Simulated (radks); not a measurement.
Results of a calculation; reference values are marked as such.
The zirconium ion Zr3+, 37 electrons, occupied as [Ar] 3d10 4s1 4p6 4d1 5d1 (not the ground configuration).

Level of theory: Dirac Kohn-Sham, PBE, spin-unpolarised, spherical densities, finite nucleus; open shells are shared between the two j in proportion to 2j + 1; Fermi nuclear charge, rms radius 4.2694 fm (a radial shooting solver on a logarithmic mesh with Libxc functionals).

Energy parts (eV):
part                       energy
total                  -97815.824
kinetic                101082.995
electron-nucleus      -234655.866
Hartree                 38827.302
exchange-correlation    -3070.255

Orbitals (lengths in bohr, moments of r in powers of bohr; r(max) is where P^2 peaks):
| orbital | occ. | eigenvalue (eV) | <r^2> | r(max) | <r^4> | small-component weight |
|---|---|---|---|---|---|---|
| 1s1/2 | 2 | -17857.70 | 0.001853 | 0.02414 | 8.871e-06 | 2.12e-02 |
| 2s1/2 | 2 | -2508.685 | 0.03111 | 0.1371 | 0.001672 | 4.31e-03 |
| 2p1/2 | 2 | -2299.898 | 0.02360 | 0.1070 | 0.001121 | 4.31e-03 |
| 2p3/2 | 4 | -2214.030 | 0.02498 | 0.1106 | 0.001241 | 4.18e-03 |
| 3s1/2 | 2 | -444.4981 | 0.2406 | 0.4083 | 0.09018 | 1.12e-03 |
| 3p1/2 | 2 | -366.7535 | 0.2410 | 0.3962 | 0.09559 | 1.07e-03 |
| 3p3/2 | 4 | -353.0630 | 0.2519 | 0.4053 | 0.1043 | 1.03e-03 |
| 3d3/2 | 4 | -216.0218 | 0.2443 | 0.3457 | 0.1179 | 9.18e-04 |
| 3d5/2 | 6 | -213.5171 | 0.2480 | 0.3484 | 0.1213 | 9.08e-04 |
| 4s1/2 | 1 | -91.0253 | 1.578 | 1.067 | 3.705 | 2.49e-04 |
| 4p1/2 | 2 | -69.3827 | 1.886 | 1.141 | 5.461 | 2.12e-04 |
| 4p3/2 | 4 | -67.4151 | 1.961 | 1.164 | 5.895 | 2.05e-04 |
| 4d3/2 | 0.4 | -35.3802 | 3.308 | 1.416 | 18.36 | 1.28e-04 |
| 4d5/2 | 0.6 | -35.1516 | 3.345 | 1.425 | 18.77 | 1.27e-04 |
| 5d3/2 | 0.4 | -14.6744 | 20.25 | 4.053 | 576.9 | 3.15e-05 |
| 5d5/2 | 0.6 | -14.6297 | 20.37 | 4.066 | 583.5 | 3.14e-05 |

The highest occupied level is 5d5/2 at -14.630 eV. Summed over all electrons, <r^2> = 41.50 bohr^2, which gives a Langevin (diamagnetic) susceptibility term of -32.9 x 10^-6 cm^3/mol.
